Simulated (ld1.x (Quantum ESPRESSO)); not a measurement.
## B (Z = 5): one change to an RRKJ potential, before and after

B (Z = 5), norm-conserving RRKJ (Kleinman–Bylander form), made with ld1.x (Quantum ESPRESSO) 7.5 (PBE, non-relativistic). Core [He], reference 2s1 2p0 (charge +2). Waves: 2p (bound, empty): rc 1.85 bohr; 2s (bound): rc 1.00 bohr. Local part: the s channel. Core correction: Bessel-smoothed model core, default radius (core density twice the valence density).

Change: all radii but the core radius scaled by about 0.90 (s 0.90, p 1.66 bohr).

Cutoffs: the cutoffs (Ry, on a coarse ladder) from which the occupation-weighted sum of valence levels, in a spherical-Bessel basis at the reference potential, stays within 10 and 1 mRy of its value at 400 Ry; they do not see the model core or the augmentation charge, which bear on the density cutoff. Errors are all-electron minus pseudo energies relative to the spin-unpolarised reference configuration.

Problem. How do hardness, ghosts and transferability respond?

Solution. The potential gets harder (50 Ry and 110 Ry → 80 Ry and 160 Ry); of the 7 tests that both files solve, the error grows in 1 and shrinks in 5 by more than 15 % and 0.3 meV (median size 70.8 → 59.0 meV); neither file shows a bound ghost. A smaller radius makes the pseudo-wave follow the all-electron one further in, where it bends more sharply, so more plane waves are needed.

| quantity | base | changed |
| --- | --- | --- |
| cutoff, loose | 50 Ry | 80 Ry |
| cutoff, tight | 110 Ry | 160 Ry |
| bound ghosts | none | none |
| error for 2s2 2p1, meV [ΔE -33.64 eV] | +71 | +59 |
| error for 2s2 2p0, meV [ΔE -25.42 eV] | +19 | +22 |
| error for 2s2 2p0.5, meV [ΔE -30.75 eV] | +49 | +44 |
| error for 2s0 2p3, meV [ΔE -21.93 eV] | +140 | +100 |
| error for 2s2 2p1.3, meV [ΔE -34.38 eV] | +77 | +63 |
| error for 2s1 2p2, meV [ΔE -27.79 eV] | +100 | +71 |
| error for 2s1 2p1, meV [ΔE -19.28 eV] | +56 | +40 |
